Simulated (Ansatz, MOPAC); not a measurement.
Reaction (SMILES): C[SiH][SiH3] -> C[SiH2][SiH2]

Wanted: isomerisation energy (enthalpy at 298 K), in kcal/mol. Terms: open shells spin-unrestricted; dispersion terms only where a functional's name holds one; six Cartesian d functions in 6-31G* and its kin unless marked 5d; non-relativistic; valence correlation only; spin-orbit terms left out. CBS marks a two-point X^-3 extrapolation of the correlation energy; Hartree-Fock from the larger set. Ab initio and DFT rows: single points at B3LYP-D3(BJ) geometries (Ansatz, a first-principles code), with unscaled harmonic terms from B3LYP/6-31G* (Ansatz) at its own minima. Semi-empirical rows: MOPAC heats of formation at their own minima for 298 K.

| species | coefficient | E at B3LYP/6-31G* (Ansatz), Eh | E at PBE/def2-TZVPD (Ansatz), Eh | H(298 K) - E, kcal/mol | heat of formation at MNDO (MOPAC), kcal/mol |
|---|---|---|---|---|---|
| C[SiH][SiH3] | -1 | -621.26147 | -620.91802 | 48.31 | 21.13 |
| C[SiH2][SiH2] | +1 | -621.26266 | -620.91880 | 48.21 | 26.44 |

Coupled cluster (Ansatz) is a level with limits of its own, used here on species with T1 under 0.025 (0.045 for open shells) and stable references: CCSD(T)/CBS(aug-cc-pV(T+d)Z,aug-cc-pV(Q+d)Z). Value to compare with, CCSD(T)/CBS(aug-cc-pV(T+d)Z,aug-cc-pV(Q+d)Z) (Ansatz): -1.2 kcal/mol. 1 Eh = 627.5095 kcal/mol.

Question: Compute it at each level from the table, and compare with CCSD(T)/CBS(aug-cc-pV(T+d)Z,aug-cc-pV(Q+d)Z) (Ansatz).

Answer: 
- B3LYP/6-31G*: the sum of coefficient times E is -0.00119 Eh, or -0.75 kcal/mol; the thermal terms add -0.10. Result: -0.8 kcal/mol. Its difference against CCSD(T)/CBS(aug-cc-pV(T+d)Z,aug-cc-pV(Q+d)Z) (Ansatz) is 0.4 kcal/mol.
- PBE/def2-TZVPD: the sum of coefficient times E is -0.00078 Eh, or -0.49 kcal/mol; the thermal terms add -0.10. Result: -0.6 kcal/mol. Its difference against CCSD(T)/CBS(aug-cc-pV(T+d)Z,aug-cc-pV(Q+d)Z) (Ansatz) is 0.6 kcal/mol.
- MNDO: the sum of coefficient times heat of formation is 5.31 kcal/mol; it needs no thermal term. Its difference against CCSD(T)/CBS(aug-cc-pV(T+d)Z,aug-cc-pV(Q+d)Z) (Ansatz) is 6.5 kcal/mol.
